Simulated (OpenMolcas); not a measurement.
W2+: moving or changing the point charges

W2+ among 6 point charges of -1.7 e arranged as a trigonal prism (D3h), 2.16 Å from the ion, with a polar angle of 47.1° against the regular 49.1°. The active orbitals were held to one l.
```
   1.5832    0.0000    1.4694  -1.70
  -0.7916    1.3711    1.4694  -1.70
  -0.7916   -1.3711    1.4694  -1.70
   1.5832    0.0000   -1.4694  -1.70
  -0.7916    1.3711   -1.4694  -1.70
  -0.7916   -1.3711   -1.4694  -1.70
```

```json
{
 "Program": "OpenMolcas 26.06",
 "Method": "CASSCF",
 "Basis": "ANO-RCC-VDZP [7s6p4d2f1g]",
 "Scalar Hamiltonian": "DKH2, point nucleus",
 "Active space": "4 electrons in 5 orbitals (5d)",
 "State averaging": "2S+1 = 5 even, 5 roots; 2S+1 = 3 even, 45 roots; 2S+1 = 1 even, 50 roots",
 "Spin-orbit coupling": "RASSI with atomic mean-field integrals over the reference wave functions"
}
```

Runs around this geometry, states (labels of D3, the rotations of D3h). Energies in cm-1 above the lowest state or level, χT in cm3 K/mol.

```json
{"R (Å)": "2.02", "Polar angle / regular": "0.96", "Ground state": "3E", "First state of that spin": "3A2 6360", "First gap with spin-orbit (degeneracies)": "1186 (2, 1)", "χT at 300 K": "2.179", "First state of another spin": "5E 1331"}
{"R (Å)": "2.16", "Polar angle / regular": "0.96", "Ground state": "5E", "First state of that spin": "5A1 7265", "First gap with spin-orbit (degeneracies)": "686.4 (1, 2)", "χT at 300 K": "0.728", "First state of another spin": "3E 2968"}
{"R (Å)": "2.32", "Polar angle / regular": "0.96", "Ground state": "5E", "First state of that spin": "5A1 5036", "First gap with spin-orbit (degeneracies)": "834.8 (1, 2)", "χT at 300 K": "0.552", "First state of another spin": "3E 6490"}
{"R (Å)": "2.16", "Polar angle / regular": "1.04", "Ground state": "5E", "First state of that spin": "5A1 9736", "First gap with spin-orbit (degeneracies)": "969.4 (1, 2)", "χT at 300 K": "0.512", "First state of another spin": "3A2 5434"}
```

The ground state changes within this set.

An orbital doublet at a regular site is open to a Jahn-Teller distortion, which this geometry leaves out. Without dynamic correlation the repulsion within the d shell is too large (B by tens of per cent), so at a given field states of lower spin stand too high. This shell can be high or low spin here, a state of another spin lies low, and with metal d orbitals alone active their balance is uncertain, so the ground spin may be wrong, although the usual error favours high spin (holds for R = 2.02, ratio = 0.96). This shell can be high or low spin here, a state of another spin lies low, and with metal d orbitals alone active their balance is uncertain, so the ground spin may be wrong (holds for R = 2.16, ratio = 0.96; R = 2.32, ratio = 0.96; R = 2.16, ratio = 1.04). Point charges give a weaker field than real ligands, and real ions of this kind are as a rule low spin; the high spin found here belongs to the model (holds for R = 2.16, ratio = 0.96; R = 2.32, ratio = 0.96; R = 2.16, ratio = 1.04). Spin-orbit coupling mixes the spin-free states strongly: the lowest level takes only 66 % from its leading state, 5E (holds for R = 2.16, ratio = 1.04). This is an electrostatic model: the charges have no orbitals. An unlabelled pair can be two single states that coincide in this model. No measured value stands beside these numbers.
